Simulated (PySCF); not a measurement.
## Orbital energies and ionisation energy

Compound: bromobenzene, C₆H₅Br.
SMILES with atom numbers: `[Br:1][c:2]1[cH:3][cH:4][cH:5][cH:6][cH:7]1` (hydrogens: H8 on C3; H9 on C4; H10 on C5; H11 on C6; H12 on C7)

Structure used (PBE0-D3(BJ)/def2-TZVP), in Å, numbered top down from 1:
```xyz
12
C6H5Br angstrom
Br     2.9117   -0.8251   -1.0252
C      1.1885   -0.3385   -0.4202
C      0.7806    0.9816   -0.5226
C     -0.4857    1.3302   -0.0770
C     -1.3300    0.3723    0.4642
C     -0.9044   -0.9443    0.5587
C      0.3586   -1.3093    0.1168
H      1.4448    1.7248   -0.9448
H     -0.8103    2.3614   -0.1547
H     -2.3176    0.6511    0.8113
H     -1.5580   -1.6994    0.9797
H      0.6966   -2.3351    0.1876
```

Level: wB97X-D/aug-cc-pVTZ (PySCF). Frontier orbitals with their largest atomic shares (Löwdin; up to four atoms above 4 %):

```tsv
orbital	ε (eV)	main atoms
HOMO−3	-11.02	Br1 46 %, C2 15 %, C5 12 %, C4 8 %
HOMO−2	-10.18	Br1 77 %, C2 15 %
HOMO−1	-9.48	C3 19 %, C7 19 %, C6 18 %, C4 18 %
HOMO	-8.83	?
LUMO	0.78	H10 30 %, H9 23 %, H11 23 %, H8 6 %
LUMO+1	0.98	H11 28 %, H9 28 %, H12 14 %, H8 14 %
LUMO+2	1.06	C2 19 %, C5 18 %, C7 12 %, C3 12 %
```

**Question.** What vertical ionisation energy does ΔSCF give, and how far is −ε(HOMO) from it?

**Answer.** ΔSCF: 8.98 eV (866 kJ/mol; threshold wavelength 138 nm); ⟨S²⟩ of the doublet left behind is 0.768, against 0.75 for a pure doublet. −ε(HOMO) is 8.83 eV, 0.15 eV below it. For the exact functional −ε(HOMO) would equal the first vertical ionisation energy; wB97X-D (range-separated hybrid) comes within 0.15 eV of that here. Holes in the HOMO−1 and HOMO−2 were tried too where these lie within 1.2 eV of the HOMO; the lowest converged state counts.

**Question.** On which atoms does the HOMO lie?

**Answer.** Br1 (aryl bromine) 32 %, C2 (aromatic C–Br carbon) 18 %, C5 (aromatic CH carbon) 15 %, C7 (aromatic CH carbon) 8 %, so no atom holds as much as 40 %. The HOMO−1 lies 0.65 eV lower.

**Question.** What total energies stand behind the ΔSCF value?

**Answer.** E(N) = -2805.89931 Eh and E(N − 1) = -2805.56930 Eh at the same geometry, 0.33001 Eh apart.

**Question.** With α = 90.9 au, estimate the like-pair dispersion coefficient by London's formula C6 = (3/4)α²I.

**Answer.** I = 0.3300 Eh, so C6 ≈ 2050 au, a rough estimate.

**Question.** What kinetic energy would electrons from this vertical process carry with He II light (40.814 eV)?

**Answer.** 40.81 − 8.98 = 31.83 eV.

Isolated species at its PBE0-D3(BJ)/def2-TZVP geometry, gas phase. The calculation is non-relativistic, for bromine too.

wB97X-D is run here without its empirical dispersion term; that term would change no orbital, density or response property at a fixed geometry.
